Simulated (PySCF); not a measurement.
Computed IR spectrum (relative IR intensity) of a molecule C₃H₁₀BN. Geometry optimised at PBE-D3(BJ)/def2-SVP. One conformer was computed; it need not be the lowest. Level of theory: PySCF with PBE-D3(BJ)/def2-SVP. Frequencies are harmonic and unscaled.

Lines under 2 % of the strongest are left out, and lines within 2 cm⁻¹ are merged.

```
ν (cm⁻¹)  relative intensity
--------  ------------------
378                      8.2
533                       96
558                      2.5
688                      2.3
720                      3.3
847                      9.1
955                      3.9
1128                      39
1253                     4.0
1306                      64
1325                      35
1351                      17
1389                     3.0
1410                     4.1
1429                     3.9
1432                     7.5
1550                     100
2947                      16
2953                      27
2959                     8.2
2981                     5.9
3031                      22
3037                      35
3051                      23
3502                     8.9
3602                      12
```

Which molecule gave these data?
A. CBN(C)C
B. CCB(C)N
C. BNC(C)C
D. BN(C)CC

B, CCB(C)N
